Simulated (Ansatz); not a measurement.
## Correcting a cheap level on Si-containing molecules

The vertical ionisation energy (cation less neutral) in eV of 7 Si-containing molecules: x at wB97M-V/def2-TZVPP, y at CCSD(T)/def2-TZVPP. Shapes, held fixed at every level: PBE0-D4/def2-TZVP. Flexible molecules stand in one conformer, not always the lowest. Programs: Ansatz 0.2.0.

| molecule | x (eV) | y (eV) |
| --- | --- | --- |
| Ge2Si3H10 (SMILES [SiH2]1[SiH2][GeH2][SiH2][GeH2]1) | 9.37 | 9.38 |
| Ge2Si3H12 (SMILES [SiH3][GeH2][SiH2][GeH2][SiH3]) | 9.49 | 9.53 |
| GeSi4H12 (SMILES [SiH3][SiH2][GeH2][SiH2][SiH3]) | 9.52 | 9.56 |
| Ge3SiH10 (SMILES [GeH3][SiH2][GeH2][GeH3]) | 9.58 | 9.64 |
| GeSi4H12 (SMILES [SiH3][SiH2][SiH2][SiH2][GeH3]) | 9.64 | ? |
| C2H8Si2 (SMILES [SiH3]/C=C/[SiH3]) | 10.11 | 10.31 |
| CH8O4Si2 (SMILES C[SiH](O)O[SiH](O)O) | 10.76 | 10.94 |

Problem. Fit y = c + s·x to the known rows and predict y for GeSi4H12 (SMILES [SiH3][SiH2][SiH2][SiH2][GeH3]).

Solution. 
1. Means of the 6 rows: x = 9.8050, y = 9.893.
2. Σ(Δx)² = 1.4253, Σ(Δx·Δy) = 1.6164, so the slope is 1.6164/1.4253 = 1.1341.
3. Intercept: 9.893 − (1.1341) × 9.8050 = -1.227. The largest residual of the fit is 0.071.
4. GeSi4H12 (SMILES [SiH3][SiH2][SiH2][SiH2][GeH3]): -1.227 + 1.1341 × 9.64 = 9.71 eV.

CCSD(T)/def2-TZVPP gives 9.66 eV, so the prediction is off by +0.05 eV, within the largest residual. Uncorrected, wB97M-V/def2-TZVPP misses it by -0.02 eV, and the other rows by 0.09 on average. The line makes this one worse. Left out in turn, the other rows are missed by 0.06 eV on average. Cations run unrestricted. Relativity is left out for Ge. Outer-core shells of Ge are correlated, in sets that cover them unevenly.
